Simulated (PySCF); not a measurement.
XPS shifts beside NMR shieldings

Species: C3H5ClSi.
Geometry (PBE0-D3(BJ)/def2-SVP, Å), atoms numbered from 1 in this order:
```xyz
10
C3H5ClSi angstrom
C      0.5094    1.2154    1.5092
C      1.9420    1.0725    1.3409
C      3.1468    0.9522    1.1966
Si     4.9427    0.7802    0.9876
Cl     5.8946    0.9926    2.8138
H      0.2774    1.7429    2.4474
H      0.0722    1.7914    0.6789
H      0.0157    0.2318    1.5403
H      5.2731   -0.5685    0.4548
H      5.4588    1.8411    0.0821
```

Binding energies: PySCF 2.14.0, delta-SCF UKS SCAN, pcX-2 on the ionised atom, pcseg-1 elsewhere, spin-free X2C. Shieldings: GIAO KT2/pcSseg-2, non-relativistic, same geometry.

| atom | isotropic shielding (ppm) |
| --- | --- |
| C1 | 176.1 |
| C2 | 72.0 |
| C3 | 106.5 |

Problem. What are the C 1s binding energies of these atoms?

Solution. 
```
atom         environment  C 1s (eV)  isotropic shielding (ppm)
  C3       alkyne carbon     289.93                      106.5
  C2       alkyne carbon     290.84                       72.0
  C1  propargylic carbon     291.98                      176.1
```

Problem. Among the listed atoms, is the one with the highest binding energy also the least shielded?

Solution. No. The highest binding energy is at C1 (291.98 eV, shielding 176.1 ppm), the lowest shielding at C2 (72.0 ppm, 290.84 eV).

By binding energy: C3 < C2 < C1. By shielding: C2 < C3 < C1.

Spin contamination (⟨S²⟩ against 0.75 for a pure doublet) is marked for C 1s of C2 (0.87), which makes this value less certain. Isolated species at its PBE0-D3(BJ)/def2-SVP geometry, gas phase.
